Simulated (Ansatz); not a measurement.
`BNB(C)N` + `BC(C)F` → `BC(B)(C)F` + `CB(N)N`  (formal exchange of groups at a B–N bond)

Computed with Ansatz on PBE0-D4/def2-TZVP structures; ΔE is electronic, products minus reactants. CCSD(T)/CBS adds triple-zeta CCSD(T) − MP2 to the extrapolated MP2 energy (def2 sets, frozen cores). Functionals use def2-TZVPP. B3LYP here is the variant with VWN-RPA as its local correlation; programs differ in this. One conformer a species, not always the lowest.

```csv
level,ΔE (kJ/mol),difference from CCSD(T)/CBS
PBE-D4,110.2,-20.4
PBE0-D4,116.7,-13.9
ωB97X-V,128.6,-2.0
ωB97M-V,124.7,-5.9
B2PLYP,137.0,6.4
r2SCAN,118.5,-12.1
B3LYP,138.8,8.2
HF/def2-TZVPP,174.1,43.5
MP2/def2-TZVPP,127.3,-3.3
SCS-MP2/def2-TZVPP,139.0,8.4
HF/def2-QZVPP,173.9,43.3
MP2/def2-QZVPP,125.6,-5.0
SCS-MP2/def2-QZVPP,137.6,7.0
HF/CBS(def2),173.9,43.3
MP2/CBS(def2),124.4,-6.2
CCSD/CBS(def2),136.4,5.8
CCSD(T)/CBS,130.6,0
```

Largest T1 diagnostic among the species: 0.012.

In def2-TZVPP, CCSD(T) changes the Hartree–Fock value by −40.5 kJ/mol (the triples alone add −5.7 kJ/mol) and MP2 by −46.8 kJ/mol. From PBE to PBE0 (25 % exact exchange), in def2-TZVPP and without D4, ΔE moves by +6.1 kJ/mol.
